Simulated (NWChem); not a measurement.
Molecule: C4H4O2; SMILES O1C(=C)C(=O)C1

```xyz
10

C      1.1181     1.6873     0.0000
C      0.2252     0.6985     0.0000
O     -1.1648     0.7519     0.0000
C     -1.3066    -0.7019     0.0000
C      0.2342    -0.7995     0.0000
O      1.0541    -1.6778     0.0000
H      0.8221     2.7306     0.0000
H      2.1738     1.4419     0.0000
H     -1.8109    -1.0657    -0.9008
H     -1.8109    -1.0657     0.9008
```
Atoms are numbered in this order, from 1.

Results from NWChem. Coordinates come from a B3LYP/6-31G* (spherical d) optimisation. B3LYP is NWChem's, with the RPA form of VWN correlation. Atomic charges in e: unrestrained fits to the electrostatic potential beside Mulliken populations; buried atoms are poorly determined by the fit.

Question: What does the run give for B3LYP/def2-SVP? Quantities: ESP C1; Mulliken C1; ESP C2; Mulliken C2; ESP O3; Mulliken O3; ESP C4; Mulliken C4; ESP C5; Mulliken C5; relative RMS misfit of the potential (%).

Answer: 
| Item | Result |
|---|---|
| ESP C1 | -0.49 |
| Mulliken C1 | -0.07 |
| ESP C2 | 0.31 |
| Mulliken C2 | 0.10 |
| ESP O3 | -0.37 |
| Mulliken O3 | -0.33 |
| ESP C4 | 0.14 |
| Mulliken C4 | 0.19 |
| ESP C5 | 0.36 |
| Mulliken C5 | 0.06 |
| relative RMS misfit of the potential (%) | 29 |
